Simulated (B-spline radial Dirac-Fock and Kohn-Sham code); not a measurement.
**Dipole and non-dipole photoemission parameters of Ta 3d5/2**

System: the Ta atom, configuration [Xe] 4f14 5d3 6s2; threshold 1735.0 eV (tabulated edge). Method: Dirac-Hartree-Slater photoionisation with a Latter tail; cross sections with all multipoles, angular parameters from the dipole term and its interference with E2. Computed with a B-spline atomic structure program.

Input of the calculation (task.json; shells as n, l, electrons):

```json
{"items": [{
  "Z": 73,
  "q": 0,
  "cfg": [[1, 0, 2], [2, 0, 2], [2, 1, 6], [3, 0, 2], [3, 1, 6], [3, 2, 10], [4, 0, 2], [4, 1, 6], [4, 2, 10], [4, 3, 14], [5, 0, 2], [5, 1, 6], [5, 2, 3], [6, 0, 2]],
  "A": 181,
  "rrms": 5.3507,
  "do": "xps",
  "hv": [59.0, 67.6, 89.3, 90.9, 111.0, 119.0, 140.0, 148.0, 168.0, 200, 213.0, 286.0, 317.0, 421.0, 446.0, 600, 881.0, 902.0, 1000, 1140.0, 1470.0, 1630.0, 2270.0, 3250.0, 4000, 5414.7, 6000, 9251.7, 12000],
  "edges": {"K": 67416.0, "L1": 11682.0, "L2": 11136.0, "L3": 9881.0, "M1": 2708.0, "M2": 2469.0, "M3": 2194.0, "M4": 1793.0, "M5": 1735.0, "N1": 563.4, "N2": 463.4, "N3": 400.9, "N4": 237.9, "N5": 226.4, "O1": 69.7}
}]}
```

Command: `python xray2_run.py task.json out`

For linearly polarised light dσ/dΩ = σ/(4π) [1 + β P₂(cos θ) + (δ + γ cos²θ) sin θ cos φ], with θ from the polarisation vector and φ the angle between the beam and the projection of the electron momentum on the plane normal to the polarisation.

```
hν (eV)  σ (kb)      β       γ       δ
   2270     368  0.850  -0.199  -0.003
   3250     138  1.172   0.038   0.049
   4000    74.7  1.222   0.280   0.072
 5414.7    29.3  1.213   0.671   0.107
   6000    21.1  1.197   0.807   0.120
 9251.7       ?      ?       ?       ?
  12000    2.02  0.979   1.685   0.253
```

Question: Give the values at Ga Kα (9251.7 eV).

Answer: σ = 5.00 kb, β = 1.077, γ = 1.373, δ = 0.193.
